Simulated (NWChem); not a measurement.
## Correlation energy of Ga (+1)

```
Ga
```
Charge +1, spin multiplicity 1.

All runs are NWChem calculations.

Basis set: def2-TZVP. Each correlation energy counts from its own Hartree-Fock reference.

The Hamiltonian is non-relativistic. The correlated methods keep 9 core orbitals frozen. Coupled-cluster values serve here as a point of comparison, not as the truth.

### Question
Order these methods by the correlation energy they give, lowest first: MP2, SCS-MP2, CR-CCSD[T], CR-CCSD(T), CCSD, CCSD+T(CCSD).

### Answer
CCSD+T(CCSD) (-176.1 mHa), CR-CCSD[T] (-175.0 mHa), CR-CCSD(T) (-173.9 mHa), CCSD (-168.4 mHa), MP2 (-165.9 mHa), SCS-MP2 (-155.8 mHa)
